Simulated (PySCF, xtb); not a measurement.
C₂H₆Te, SMILES CC[TeH]. Atoms are numbered in the order given.

```xyz
9

Te    -0.4505    -0.1605     0.4487
H     -1.5071    -0.0733    -0.8457
C      1.3146    -0.1735    -0.8583
C      1.5013     1.0980    -1.6706
H      1.2250    -1.0667    -1.4913
H      2.1484    -0.3423    -0.1600
H      1.5889     1.9832    -1.0227
H      0.6557     1.2680    -2.3552
H      2.4181     1.0297    -2.2829
```
Charge 0, spin multiplicity 1.

Geometry: B3LYP-D3(BJ)/def2-SVP. The def2 effective core potentials stand for the cores of Te; spin–orbit coupling is left out.

These are PySCF with IEF-PCM-M06-2X/def2-SVP values and carry that method's errors.

The values are the electrostatic part of the solvation free energy, E(continuum) − E(gas) at the gas-phase geometry, in a cavity of scaled van der Waals radii (PySCF's table); cavitation and dispersion terms are not included. In vacuum the orbital gap is 7.40 eV. The dipole moment in vacuum is 1.29 D.

| solvent | ε | ΔG(elec) (kcal/mol) | dipole (D) | gap (eV) |
|---|---|---|---|---|
| water | 78.36 | -2.2 | 1.76 | 7.60 |
| acetonitrile | 35.69 | -2.2 | 1.75 | 7.60 |
| chloroform | 4.71 | -1.6 | 1.62 | 7.54 |

For comparison, GFN2-xTB/ALPB(water) (xtb, at the GFN2-xTB geometry, all terms of that model) gives -1.0 kcal/mol.
